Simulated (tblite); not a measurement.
Compound: C8H11AlS.
Bonds: C1–C2 (aromatic), C2–S3 (aromatic), S3–C4 (aromatic), C4–Al5, Al5–C6, C6–C7, C7–C8, C8–C9, C4–C10 (aromatic), C1–C10 (aromatic), Al5–C9. Hydrogens: H11 on C1; H12 on C2; H13, H14 on C6; H15, H16 on C7; H17, H18 on C8; H19, H20 on C9; H21 on C10.

Computed with GFN2-xTB (tblite), gas phase: L-BFGS steps from a force-field or distance-geometry start until the largest atomic force falls under 0.01 eV/Å.

Step 2: E = -733.8700 eV
```
atom  x, y, z in Å  |  force x, y, z in eV/Å
C1      3.8294    0.6240   -0.1485   -0.031  -0.099  -0.094
C2      4.0047   -0.5735   -0.7672   -0.371  -0.060   0.172
S3      2.5555   -1.5180   -0.7053    0.209   0.193   0.022
C4      1.6923   -0.2580    0.1665    0.371  -0.454   0.092
Al5    -0.1813   -0.4211    0.6620   -0.007   0.374  -0.808
C6     -1.4976   -1.5262   -0.2906   -0.083   0.055   0.179
C7     -2.8090   -0.7401   -0.0678    0.345   0.073  -0.142
C8     -2.5418    0.7857   -0.0402    0.244  -0.191   0.254
C9     -1.3673    1.1279    0.9083   -0.087  -0.161  -0.047
C10     2.5316    0.8029    0.3704    0.200   0.085   0.011
H11     4.5971    1.3601   -0.0669    0.279   0.248   0.007
H12     4.8949   -0.9567   -1.2321   -0.163  -0.007   0.013
H13    -1.5823   -2.5396    0.0807   -0.307  -0.505  -0.370
H14    -1.2275   -1.5226   -1.3557   -0.151  -0.290   0.137
H15    -3.5243   -0.9708   -0.8645   -0.031   0.058   0.135
H16    -3.2460   -1.0381    0.8864   -0.028   0.034   0.024
H17    -3.4449    1.3106    0.2838   -0.025  -0.053  -0.109
H18    -2.3045    1.1138   -1.0568    0.055  -0.045   0.133
H19    -1.7209    1.2081    1.9339   -0.243   0.445   0.140
H20    -0.8838    2.0508    0.5960   -0.180   0.297   0.225
H21     2.2166    1.6977    0.8828    0.003   0.003   0.027
```

Step 3: E = -733.9434 eV
```
atom  x, y, z in Å  |  force x, y, z in eV/Å
C1      3.8316    0.6291   -0.1500    0.123   0.150   0.013
C2      3.9993   -0.5659   -0.7580   -0.179  -0.578  -0.187
S3      2.5586   -1.5355   -0.7149    0.247   0.719   0.314
C4      1.7057   -0.2622    0.1798    0.337  -0.557  -0.093
Al5    -0.1773   -0.4057    0.6246   -0.034   0.300  -0.546
C6     -1.4990   -1.5339   -0.2833   -0.042   0.056   0.113
C7     -2.8024   -0.7404   -0.0680    0.280   0.075  -0.096
C8     -2.5370    0.7809   -0.0332    0.208  -0.113   0.138
C9     -1.3693    1.1309    0.9149   -0.015  -0.211  -0.097
C10     2.5388    0.8062    0.3706   -0.004  -0.110   0.020
H11     4.6043    1.3655   -0.0672    0.186   0.146  -0.021
H12     4.8842   -0.9572   -1.2305   -0.149   0.049   0.041
H13    -1.5948   -2.5535    0.0608   -0.287  -0.504  -0.215
H14    -1.2350   -1.5351   -1.3447   -0.096  -0.234  -0.101
H15    -3.5232   -0.9672   -0.8554   -0.075   0.037  -0.018
H16    -3.2430   -1.0336    0.8777   -0.103  -0.048   0.266
H17    -3.4409    1.3058    0.2769   -0.133  -0.022  -0.017
H18    -2.3038    1.1107   -1.0463    0.132  -0.010  -0.015
H19    -1.7289    1.2269    1.9320   -0.244   0.341   0.281
H20    -0.8945    2.0568    0.6081   -0.121   0.396   0.123
H21     2.2178    1.6944    0.8820   -0.031   0.119   0.096
```

Step 4: E = -734.0119 eV
```
atom  x, y, z in Å  |  force x, y, z in eV/Å
C1      3.8375    0.6393   -0.1508    0.096  -0.234  -0.102
C2      3.9938   -0.5683   -0.7528   -0.127  -0.194  -0.090
S3      2.5655   -1.5436   -0.7200    0.206   0.835   0.457
C4      1.7251   -0.2746    0.1935    0.123  -0.477  -0.183
Al5    -0.1727   -0.3839    0.5747    0.004   0.154  -0.222
C6     -1.5005   -1.5438   -0.2738    0.016  -0.108  -0.027
C7     -2.7926   -0.7400   -0.0683    0.037  -0.013   0.053
C8     -2.5297    0.7750   -0.0251    0.068   0.024  -0.006
C9     -1.3707    1.1324    0.9219    0.048  -0.026   0.019
C10     2.5456    0.8067    0.3710   -0.006  -0.104   0.053
H11     4.6144    1.3728   -0.0682    0.141   0.091  -0.045
H12     4.8693   -0.9566   -1.2277    0.114  -0.038  -0.080
H13    -1.6135   -2.5763    0.0352   -0.233  -0.321  -0.068
H14    -1.2447   -1.5528   -1.3350   -0.051  -0.158  -0.286
H15    -3.5233   -0.9626   -0.8461   -0.061   0.028  -0.122
H16    -3.2412   -1.0295    0.8727   -0.109  -0.087   0.373
H17    -3.4385    1.2998    0.2692   -0.163  -0.029   0.054
H18    -2.3004    1.1071   -1.0351    0.208   0.024  -0.159
H19    -1.7417    1.2531    1.9344   -0.159   0.166   0.247
H20    -0.9088    2.0698    0.6232   -0.110   0.370   0.036
H21     2.2184    1.6930    0.8828   -0.042   0.096   0.098
```

Step 5: E = -734.0510 eV
```
atom  x, y, z in Å  |  force x, y, z in eV/Å
C1      3.8429    0.6407   -0.1535    0.024  -0.039   0.042
C2      3.9888   -0.5700   -0.7500    0.238  -0.079  -0.185
S3      2.5727   -1.5366   -0.7161    0.069   0.441   0.353
C4      1.7387   -0.2889    0.1996   -0.032  -0.110  -0.088
Al5    -0.1691   -0.3680    0.5400    0.001   0.031  -0.021
C6     -1.5008   -1.5534   -0.2688    0.019  -0.187  -0.154
C7     -2.7873   -0.7406   -0.0666   -0.119  -0.084   0.136
C8     -2.5248    0.7724   -0.0207   -0.019   0.084  -0.082
C9     -1.3706    1.1346    0.9279    0.041   0.173   0.103
C10     2.5499    0.8054    0.3724    0.021  -0.119   0.049
H11     4.6226    1.3783   -0.0697    0.017  -0.046  -0.074
H12     4.8626   -0.9574   -1.2278    0.151  -0.053  -0.097
H13    -1.6292   -2.5949    0.0178   -0.173  -0.144   0.010
H14    -1.2518   -1.5666   -1.3338   -0.051  -0.110  -0.298
H15    -3.5241   -0.9590   -0.8422   -0.015   0.028  -0.109
H16    -3.2415   -1.0281    0.8752   -0.064  -0.078   0.318
H17    -3.4393    1.2952    0.2653   -0.121  -0.043   0.064
H18    -2.2945    1.1052   -1.0308    0.220   0.022  -0.172
H19    -1.7521    1.2720    1.9391   -0.064   0.033   0.140
H20    -0.9200    2.0836    0.6334   -0.126   0.275   0.007
H21     2.2182    1.6932    0.8848   -0.018   0.004   0.057
```

Q: Estimate the geometry and energy of step 6. (The exact step hangs on the optimiser's Hessian estimate; all steps are aligned on step 5, rigid shifts and turns removed.)

A: E = -734.0731 eV, largest force 0.336 eV/Å
```
atom  x, y, z in Å  |  force x, y, z in eV/Å
C1      3.8458    0.6411   -0.1537    0.042  -0.047   0.038
C2      3.9913   -0.5722   -0.7522    0.270   0.190  -0.063
S3      2.5775   -1.5255   -0.7076    0.030  -0.028   0.143
C4      1.7449   -0.2978    0.2014   -0.116   0.193   0.040
Al5    -0.1674   -0.3594    0.5218   -0.061  -0.036   0.066
C6     -1.5008   -1.5618   -0.2693   -0.025  -0.163  -0.197
C7     -2.7869   -0.7426   -0.0631   -0.128  -0.087   0.133
C8     -2.5226    0.7725   -0.0199   -0.040   0.066  -0.075
C9     -1.3699    1.1392    0.9330   -0.005   0.242   0.090
C10     2.5528    0.8026    0.3740    0.027  -0.026   0.079
H11     4.6271    1.3802   -0.0719   -0.042  -0.090  -0.075
H12     4.8621   -0.9588   -1.2297    0.228  -0.091  -0.142
H13    -1.6405   -2.6071    0.0092   -0.119  -0.028   0.028
H14    -1.2565   -1.5758   -1.3388   -0.077  -0.091  -0.229
H15    -3.5246   -0.9567   -0.8421    0.019   0.025  -0.037
H16    -3.2428   -1.0289    0.8825   -0.008  -0.050   0.194
H17    -3.4420    1.2920    0.2644   -0.053  -0.051   0.029
H18    -2.2873    1.1046   -1.0318    0.183  -0.005  -0.099
H19    -1.7585    1.2823    1.9440   -0.003  -0.032   0.055
H20    -0.9283    2.0959    0.6389   -0.139   0.198   0.012
H21     2.2178    1.6931    0.8868    0.017  -0.090   0.009
```

The energy changes by -0.0221 eV. The first-order estimate −F·Δx gives -0.0321 eV and the mean of the old and new forces, exact on a quadratic surface, -0.0221 eV. The step makes an angle of 48° with the force vector and moves no atom by more than 0.020 Å.

What follows is the cost of the whole relaxation. The run took 1.9 s wall on one thread of an Arm Neoverse N1 (shared host).
